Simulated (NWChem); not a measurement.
Se, triplet

Program: NWChem. Pople sets run with spherical d functions. Spin-unrestricted. The open p shell is one determinant without spherical averaging. No stability test was run on the SCF state.

For level PBE/6-31G*:

```
Item                                                         Value
-----------------------------------------------------------  -----
highest occupied level (eV)                                  -5.57
lowest empty minus highest occupied level, either spin (eV)   0.20
```

Q: How do the values read with level PBE/STO-3G instead?

A: The highest occupied level (eV) is -2.10 and the lowest empty minus highest occupied level, either spin (eV) comes out as 0.10.
